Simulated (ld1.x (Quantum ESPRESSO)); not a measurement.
# Configuration tests for V (TM)

| Item | Value |
| --- | --- |
| Element | vanadium (V) |
| Generator | ld1.x (Quantum ESPRESSO) 7.5 |
| Type | norm-conserving Troullier–Martins (Kleinman–Bylander form) |
| Functional | BLYP |
| Relativity | scalar-relativistic |
| Frozen core | [Ne] 3s2 |
| Valence charge | 11 |
| Reference configuration | 3p6 3d3 4s2 4p0 |
| Partial waves | 4s (bound): rc 2.10 bohr; 3p (bound): rc 0.85 bohr; 3d (bound): rc 2.20 bohr; 4f channel at 0.05 Ry: rc 1.85 bohr |
| Local potential | all-electron potential smoothed inside 1.00 bohr (lloc = -1) |
| Core correction | none |

Energies are relative to the spin-unpolarised reference configuration 3p6 3d3 4s2 4p0; without spin polarisation the order of configurations can differ from experiment.

```json
{"valence configuration": "3p6 3d3 4s1 4p0", "charge": "+1", "ΔE all-electron (eV)": "7.690", "error AE − PS (meV)": "+1.9"}
{"valence configuration": "3p6 3d3 4s0 4p0", "charge": "+2", "ΔE all-electron (eV)": "22.139", "error AE − PS (meV)": "+5.0"}
{"valence configuration": "3p6 3d2 4s0 4p0", "charge": "+3", "ΔE all-electron (eV)": "51.034", "error AE − PS (meV)": "+185"}
{"valence configuration": "3p6 3d4 4s1 4p0", "charge": "0", "ΔE all-electron (eV)": "0.603", "error AE − PS (meV)": "+6.0"}
{"valence configuration": "3p6 3d3 4s0 4p1", "charge": "+1", "ΔE all-electron (eV)": "11.839", "error AE − PS (meV)": "+7.4"}
{"valence configuration": "3p6 3d3.5 4s1.5 4p0", "charge": "0", "ΔE all-electron (eV)": "0.060", "error AE − PS (meV)": "+3.9"}
```

(1) What are ΔE and the potential's error for 3p6 3d4 4s0 4p0?

Levels in the configuration 3p6 3d4 4s1 4p0:

```tsv
level	all-electron (eV)	pseudo (eV)
3p	-40.359	-40.226
3d	-2.352	-2.353
4s	-3.825	-3.828
```

Note: ghost state, extra bound levels that the all-electron valence spectrum of the same l lacks: s at -156.3 eV. A true bound ghost makes a file unfit for plane-wave use.

Results:

(1) ΔE = 7.271 eV all-electron; the error (AE − PS) is +3.3 meV.

ld1.x printed “convergence not achieved” for 3 of the counted tests; their residual had stalled under 1e-8, short of the target of 1e-14.
